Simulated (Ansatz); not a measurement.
The cluster SiTe₂, relaxed as a quintet with UKS r2SCAN-D4/def2-TZVP in Ansatz, starting from the r2SCAN-D4/def2-TZVP geometry of the neutral singlet. Force threshold 0.02 eV/Å.

In the def2 sets Te takes a core potential; there is no spin–orbit coupling. At r2SCAN-D4/def2-TZVP a singlet of charge 0 lies 2.41 eV below the quintet, each at its own geometry. The structure comes from a short search, and lower isomers may exist.

Start:

```xyz
3

Si   -0.9861   -0.8413    0.4585
Te    1.3644   -0.0681    0.7479
Te   -0.3784    0.9095   -1.2064
```

```tsv
step	energy (eV)	largest force component (eV/Å)	SCF passes
1	-22467.3945	2.925	21
2	-22468.0214	0.771	31
3	-22468.0954	0.505	31
4	-22468.1204	0.051	30
5	-22468.1206	0.014	28
```

Force components are those of the run's own axes.

End:

Cartesian coordinates in Å:
```
Si -0.856 -0.730 0.398
Te 1.493 -0.232 0.996
Te -0.637 0.963 -1.394
```

By distances, no bond broke or formed. The bond that changes most is Te2–Te3, from 2.80 to 3.42 Å (atoms count from 1).

No frequencies were taken in this run, so the end may be a saddle point.

Hardware: 4 threads of AMD EPYC 9R45 on a shared host. Wall time 4.8 s.
